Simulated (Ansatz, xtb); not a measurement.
Two conformers of H6OSi3

Structure X is `[SiH]O[SiH2][SiH3]`, a singlet and structure Y is `[SiH]O[SiH2][SiH3]`, a singlet. Both are isolated molecules in the gas phase, relaxed with B3LYP-D3(BJ)/def2-SVP.

X (Å):

```xyz
10

O     0.4781    0.5764    1.4243
Si   -2.0227    0.1852   -0.6597
Si    0.9707    1.7598    2.4971
Si   -0.7066   -0.5827    1.1286
H    -2.6404    1.4948   -0.2936
H    -3.1093   -0.7931   -0.9653
H    -1.1805    0.3737   -1.8769
H    -0.1529    1.5642    3.5569
H    -1.5341   -0.7829    2.3575
H    -0.0298   -1.8665    0.7881
```

Y (Å):

```xyz
10

O    -1.9979    1.8185    0.6876
Si   -3.4168    1.4259    1.4747
Si   -0.5106    1.1603    0.2411
Si   -0.3160   -1.0794    0.9503
H    -3.0500   -0.0488    1.8274
H     0.5661    1.9944    0.8490
H    -0.3912    1.2499   -1.2430
H    -0.3946   -1.1923    2.4351
H     1.0293   -1.5615    0.5081
H    -1.3574   -1.9451    0.3265
```

Question: Which of the two would you expect CCSD(T)/def2-SVP + ΔMP2/def2-TZVPP electronic energies to favour?

Answer: Too close to call at this level: CCSD(T)/def2-SVP + ΔMP2/def2-TZVPP gives E(Y) − E(X) = −0.56 kcal/mol.

The same difference at several levels:

```tsv
level	geometry	E(Y) − E(X) (kcal/mol)	departure from the last row (kcal/mol)	job, with rough time for the two
B3LYP-D3(BJ)/def2-SVP	B3LYP-D3(BJ)/def2-SVP	−0.78	−0.22	optimisation, 3 min
HF/def2-SVP	B3LYP-D3(BJ)/def2-SVP	+0.39	+0.95	part of the CCSD(T) run
MP2/def2-SVP	B3LYP-D3(BJ)/def2-SVP	−0.44	+0.12	part of the CCSD(T) run
CCSD(T)/def2-SVP	B3LYP-D3(BJ)/def2-SVP	−0.51	+0.05	single point
CCSD(T)/def2-SVP + ΔMP2/def2-TZVPP	B3LYP-D3(BJ)/def2-SVP	−0.56		single point, 58 s
```

The largest departure from CCSD(T)/def2-SVP + ΔMP2/def2-TZVPP is that of HF/def2-SVP, 0.95 kcal/mol. Levels run at GFN2-xTB geometries aren't shown. The last row adds to CCSD(T) the change of the MP2 difference between the two basis sets, here −0.05 kcal/mol.

With harmonic frequencies from B3LYP-D3(BJ)/def2-SVP (ideal gas, rigid rotor, one conformer each, 298.15 K, 1 atm): on the last row, ΔE + ΔZPE = −0.31 kcal/mol. A mode under 50 cm⁻¹ makes harmonic enthalpies and free energies unreliable, so none is given.

The correlated steps freeze 16 core orbitals. Programs: Ansatz 0.2.0; the last row on 2 threads of AMD EPYC (Zen 3) on a shared host.
